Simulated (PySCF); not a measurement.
A PySCF script (with the pyscf-properties extension) for the NMR shieldings of SMILES [O]=[Ti]=[O], O$_{2}$Ti, on a PBE0-D3(BJ)/def2-SVP geometry:

```python
import basis_set_exchange as bse
import numpy as np
from pyscf import gto, dft
from pyscf.prop import nmr

atoms = """
Ti    0.003163   -0.005789   -0.614427
O     1.325702   -0.015870    0.314229
O    -1.328854    0.021649    0.300198
"""
names = {"Ti": "pcSseg-2", "O": "pcSseg-1"}
basis = {el: gto.basis.parse(bse.get_basis(n, elements=[el], fmt="nwchem")) for el, n in names.items()}
mol = gto.M(atom=atoms, basis=basis, charge=0, verbose=0)
mf = dft.RKS(mol, xc="PBE0")
mf.grids.level = 2
mf.grids.alignment = dft.numint.BLKSIZE   # the property module wants whole blocks of grid points
mf.conv_tol = 1e-9
mf.kernel()

calc = nmr.RKS(mf)   # GIAO
C = mf.mo_coeff
Co = C[:, mf.mo_occ > 0]
resp = mf.gen_response(singlet=True, hermi=2)
def vind(x):   # induced exchange potential for any number of trial vectors
    d = np.einsum("pi,xij,qj->xpq", C, 2 * x.reshape(-1, C.shape[1], Co.shape[1]), Co, optimize=True)
    return np.einsum("xpq,pi,qj->xij", resp(d - d.transpose(0, 2, 1)), C, Co, optimize=True).ravel()
mo1, _ = nmr.rhf.solve_mo1(calc, with_cphf=vind)
sigma = calc.kernel(mo1)
for i, s in enumerate(sigma):   # ppm
    w = np.linalg.eigvalsh((s + s.T) / 2)
    print("%2d %-2s iso %8.1f  s11 %8.1f  s22 %8.1f  s33 %8.1f" % (i, mol.atom_pure_symbol(i), w.mean(), *w))
```

Q: Give the expected output.

A: 
```
 0 Ti iso   -268.3  s11   -697.6  s22   -378.4  s33    271.0
 1 O  iso   -938.7  s11  -2103.7  s22   -864.8  s33    152.3
 2 O  iso   -938.7  s11  -2103.7  s22   -864.8  s33    152.3
```

These numbers come from an equivalent density-fitted implementation of the same equations, which agrees with the script to about 0.01 ppm for H and up to a few tenths of a ppm for heavy atoms, so last digits may differ.

Q: Turn these shieldings into chemical shifts. Chemical shifts δ = σref − σ; TiCl4 for $^{49}$Ti (σref -940.31); H2O for $^{17}$O (σref 334.56), all at this level.

A: Averaging equivalent atoms: Ti 0: -672; O 1/2: 1273.3 ppm. Unscaled 17O shifts of doubly bonded oxygen tend to come out too high, by tens of ppm or more. Experimental scales use liquid or dissolved standards, which lie at an offset from isolated H2O (liquid H2O: subtract about 36 ppm).

Size and cost of the density-fitted run: 107 basis functions, 5 s wall time on 1 thread of an x86-64 server CPU, shared host.
